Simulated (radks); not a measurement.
Ionisation of the hafnium ion Hf3+, [Xe] 4f14 5d1, to [Xe] 4f14 as the strength of local exchange is varied. Method: Dirac Kohn-Sham, Slater X-alpha exchange (alpha = 2/3 is LDA exchange), no correlation, spin-unpolarised, spherical densities, point nucleus; open shells fill j = l - 1/2 first; computed with a radial shooting solver on a logarithmic mesh with Libxc functionals.

alpha  E(Hf3+) (hartree)  exchange (hartree)  IE (eV)  -e of the level emptied (eV)  <r> of it (bohr)
0.667        -15079.8865           -292.6406   32.109                26.362 (5d3/2)             1.930
0.686        -15088.2251           -301.1555   32.399                26.632 (5d3/2)             1.921
0.729        -15107.1148           -320.4623   33.061                27.250 (5d3/2)             1.899
0.814        -15144.5296           -358.7748   34.398                28.502 (5d3/2)             1.857
0.859        -15164.3774           -379.1373   35.120                29.180 (5d3/2)             1.836
0.976        -15216.1113           -432.3366   37.046                30.994 (5d3/2)             1.785

NIST Atomic Spectra Database: 33.37 eV (semi-empirical). The Delta-SCF value meets it near alpha = 0.75. Spin polarisation and multiplet splitting are left out, so open shells lie too high by an amount that depends on their filling.

Beside tabulated values, note that spin-unpolarised runs miss the spin-polarisation part of the exchange energy of open shells.
